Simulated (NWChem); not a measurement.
## Total energies of Se (+1)

SMILES: [Se+]
```xyz
1

Se     0.0000     0.0000     0.0000
```
Charge +1, spin multiplicity 4.

The numbers come from NWChem runs, not from measurements.

Basis set: def2-TZVP (48 functions).

```tsv
method	total energy (Ha)
UHF	-2399.51162
UMP2	-2399.69870
UB2PLYP	-2400.75969
UPBE	-2400.76949
UB3LYP	-2401.16398
UM06-2X	-2401.16831
```

Total energies of different functionals aren't comparable as a measure of quality: only differences taken within one method are. 

The Hamiltonian is non-relativistic. The correlated methods keep 9 core orbitals frozen. B3LYP has NWChem's definition, with VWN1-RPA local correlation. No SCF solution was tested for a lower state. Open-shell Hartree-Fock references start from PBE0 orbitals.
